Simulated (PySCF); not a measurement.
An unknown shows these calculated signals:

1H NMR (400 MHz, computed): δ 4.74 (s, 6H), 1.08 (t, 3H), 0.67 (q, 2H), 0.23 (s, 6H).

13C{1H} NMR (computed): δ 12.6 (CH2), 8.9 (CH3), -1.1 (CH3).

Calculated, not measured (PySCF 2.14): geometry from GFN2-xTB, shieldings: GIAO PBE0/pcSseg-1. A single conformation, averaged over atoms made equivalent by symmetry, fast rotation or ring inversion, non-relativistic, gas phase.

Shifts are taken against calculated references (same method and geometry level): TMS for 1H (31.72 ppm) and 13C (186.93 ppm).

Which of these does the molecule contain: an OH group, an NH or NH2 group, a Si–H bond, a heteroaromatic ring, a Si–CH3 group, a CH3CH2 unit?

Answers


- An OH group: no.
- An NH or NH2 group: no.
- A Si–H bond: yes (δH 4.74 (s)).
- A heteroaromatic ring: no.
- A Si–CH3 group: yes (δC -1.1; δH 0.23 (s)).
- A CH3CH2 unit: yes (δC 8.9, 12.6; δH 1.08 (t), 0.67 (q)).

The data belong to SMILES CC[Si](C)(C)N([SiH3])[SiH3], C$_{4}$H$_{17}$NSi$_{3}$; they needn't prove each group on their own.

Carbon signals by region: 3 below 50 ppm.

Shifts are as computed. Against solution values, carbons near 30 ppm lie about +3 ppm off and those near 130 ppm about +5 ppm. Of 1211 compounds with measured shifts, 218 miss one by over three times the rms of a fit or turn the order of signals round; such compounds aren't used in these exercises. Multiplicities follow the n + 1 count of equivalent neighbours, as no J values were calculated; m marks all less simple cases, F and P coupling included.
